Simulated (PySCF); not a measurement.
# Does the structure fit the spectrum?

A compound C6H11BO2 gives the data below (simulated from a calculation) and was assigned the structure `C=C(C)[C@H]1CCOBO1`.

13C{1H} NMR (computed): δ 115.9 (C), 83.7 (C), 32.5 (CH3, 3C), 28.3 (C).

1H NMR (500 MHz, computed): δ 2.83 (br s, 2H), 1.21 (s, 9H).

[PySCF 2.14: shielding tensors at PBE0/pcSseg-1 (GIAO); geometry: PBE0-D3(BJ)/def2-SVP; non-relativistic; equivalent nuclei averaged; one conformer; no solvent model]

δ = σ(ref) − σ, references computed at the same level: 1H (σref 31.27) and 13C (σref 184.41) vs TMS.

(1) Compare with the shifts computed for the proposed structure, pairing carbons in order of shift.

(2) Which isomer fits?

Results:

(1) Mapped SMILES: `[CH2:1]=[C:2]([CH3:3])[C@H:4]1[CH2:5][CH2:6][O:7][BH:8][O:9]1`; H(Xn) means a hydrogen on atom n.

```csv
atom,computed for proposal,given list,difference
C2,151.4,115.9,+35.5
C1,118.8,83.7,+35.1
C4,74.0,32.5,+41.5
C6,63.1,32.5,+30.6
C5,34.9,32.5,+2.4
C3,21.3,28.3,-7.0
```

The rms difference is 29.4 ppm and the largest +41.5 ppm at C4 (allylic sp3 CH bonded to O). The proposal also would give 6 carbon signals, not 4. The carbon types in order of shift don't match either: C, CH2, CH, CH2, CH2, CH3 for the proposal against C, C, CH3, CH3, CH3, C in the data. The proposal doesn't fit.

(2) `CC(C)(C)C#CB(O)O`.

δC 115.9, 83.7: alkyne carbon. δC 32.5: methyl carbon; a saturated carbon with 1 carbon neighbour and no heteroatom attached. δC 28.3: propargylic quaternary sp3 carbon; a saturated carbon with 4 carbon neighbours and no heteroatom attached. δH 2.83: hydrogen on an oxygen bonded to B; labile proton, position sensitive to the medium.

Other isomers checked: CC(C)C1=CO[BH2-][O+]=C1 (rms 63.7 ppm).

The shifts were computed for this structure.

OH and NH positions are those of a molecule without intermolecular hydrogen bonds; in solution they move with solvent, concentration and temperature, and exchange usually removes their couplings. A carbon bonded to boron is broadened by the quadrupolar boron nucleus and is often missing from a measured spectrum. Shifts are as computed. Against solution values, carbons near 30 ppm lie about +2 ppm off and those near 130 ppm about +5 ppm. Of 1211 compounds with measured shifts, 218 miss one by over three times the rms of a fit or turn the order of signals round; such compounds aren't used in these exercises.
